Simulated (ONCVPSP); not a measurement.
Pb (Z = 82): variants of one ONCV potential

Base potential:

Pb (Z = 82), optimised norm-conserving Vanderbilt (ONCV), made with ONCVPSP 4.0.1 (PBEsol, fully relativistic). Core [Kr] 4d10 4f14, reference 5s2 5p6 5d10 6s2 6p2. Waves: 5s+6s: rc 1.50 bohr, ncon 4, nbas 8, qcut 7.9 1/bohr, 2 projectors; 5p+6p: rc 1.50 bohr, ncon 4, nbas 8, qcut 10.5 1/bohr, 2 projectors; 5d: rc 1.40 bohr, ncon 3, nbas 6, qcut 6.2 1/bohr, 2 projectors, debl 2.6 Ha. Local part: polynomial inside 1.10 bohr (lpopt 5, dvloc0 0 Ha). Core correction: polynomial model core, fcfact 0.2.

Open shells are filled in proportion to 2j + 1.

Cutoffs, loose and tight: the cutoffs (Ha) at which the residual kinetic energy of the hardest occupied pseudo-wave falls to 1 and 0.1 mHa per electron. They do not see the model core or the augmentation charge, which bear on the density cutoff. Test errors are all-electron minus pseudo excitation energies from the reference, over the configurations 5s2 5p6 5d10 6s2 6p1; 5s2 5p6 5d10 6s2 6p0; 5s2 5p6 5d10 6s1 6p0; 5s2 5p6 5d10 6s0 6p0. A dash means not determined; rows that change the core or the reference have their own tests. The largest error is taken over the tests solved by every variant that gives reliable tests at all: 5s2 5p6 5d10 6s1 6p0; 5s2 5p6 5d10 6s2 6p0; 5s2 5p6 5d10 6s2 6p1.

| change | outcome | cutoff, loose | cutoff, tight | bound ghosts | GHOST(+) flags above zero | largest test error (meV) |
| --- | --- | --- | --- | --- | --- | --- |
| base | generated | 52 Ha | 75 Ha | none | s | -5.7 |
| p: rc 1.3 | generated | 52 Ha | 75 Ha | none | s | -4.4 |
| p: rc 1.46 | generated | 52 Ha | 75 Ha | none | s | -5.4 |
| p: rc 1.66 | generated | 52 Ha | 75 Ha | none | s | -6.6 |
| p: rc 1.78 | generated | 52 Ha | 75 Ha | none | s | -7.0 |
| p: rc 2.02 | generated | 52 Ha | 75 Ha | none | s | -7.9 |

(1) What comes out with this change to the base: p: rc 2.2?

(2) What comes out with this change to the base: p: rc 1.04; local potential polynomial inside 1.04 bohr (lpopt 5, dvloc0 0 Ha)?

Results:

(1) outcome: failed: ERROR pspot: first pseudo wave function has node, program will stop. Cause: the optimised pseudo-wave of the first projector has a node, so the radial equation cannot be inverted for a potential.

(2) outcome: generated; cutoff, loose: 52 Ha; cutoff, tight: 123 Ha; bound ghosts: none; GHOST(+) flags above zero: s; largest test error (meV): -3.4.

Reading the sweep of the p radius (base included, trends over the rows without a ghost): The loose cutoff stays near 52 Ha. The generation fails at 2.2 bohr.
